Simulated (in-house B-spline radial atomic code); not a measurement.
Orbital energies and mean radii along the 23-electron series, configuration [Ar] 3d5. The effective charge is n√(-2ε), a non-relativistic measure. Computed with a radial B-spline atomic code at the basis-set limit: Dirac-Hartree-Fock, average of the configuration, finite nuclei.

```tsv
ion	Z	energy of 3p3/2 (Eh)	mean radius of 3p3/2 (bohr)	energy of 2s1/2 (Eh)	mean radius of 2s1/2 (bohr)	energy of 3s1/2 (Eh)	mean radius of 3s1/2 (bohr)	energy of 2p1/2 (Eh)	mean radius of 2p1/2 (bohr)	effective charge of 3p3/2
Rb14+	37	-22.68	0.48228	-92.791	0.17649	-25.899	0.48038	-85.341	0.15171	20.205
Sr15+	38	-25.062	0.46396	-99.82	0.17114	-28.469	0.46299	-92.099	0.1469	21.239
Zr17+	40	?	?	?	?	?	?	?	?	?
Nb18+	41	-32.891	0.41644	-122.62	0.15671	-36.91	0.41738	-114.06	0.13401	24.332
Mo19+	42	-35.728	0.40268	-130.79	0.15238	-39.968	0.40402	-121.96	0.13016	25.36
Tc20+	43	?	?	?	?	?	?	?	?	?
Ru21+	44	-41.746	0.3777	-148.01	0.14435	-46.456	0.3796	-138.61	0.12302	27.412
```

Fill in the row of Zr17+.

energy of 3p3/2 (Eh): -30.167; mean radius of 3p3/2 (bohr): 0.43117; energy of 2s1/2 (Eh): -114.73; mean radius of 2s1/2 (bohr): 0.16127; energy of 3s1/2 (Eh): -33.974; mean radius of 3s1/2 (bohr): 0.4316; energy of 2p1/2 (Eh): -106.46; mean radius of 2p1/2 (bohr): 0.13808; effective charge of 3p3/2: 23.303.

Fill in the row of Tc20+.

energy of 3p3/2 (Eh): -38.68; mean radius of 3p3/2 (bohr): 0.38979; energy of 2s1/2 (Eh): -139.25; mean radius of 2s1/2 (bohr): 0.14827; energy of 3s1/2 (Eh): -43.15; mean radius of 3s1/2 (bohr): 0.39145; energy of 2p1/2 (Eh): -130.14; mean radius of 2p1/2 (bohr): 0.1265; effective charge of 3p3/2: 26.386.

How does the screening of 3p3/2 change?

Z less the effective charge goes from 16.79 at Z = 37 to 16.59 at Z = 44.
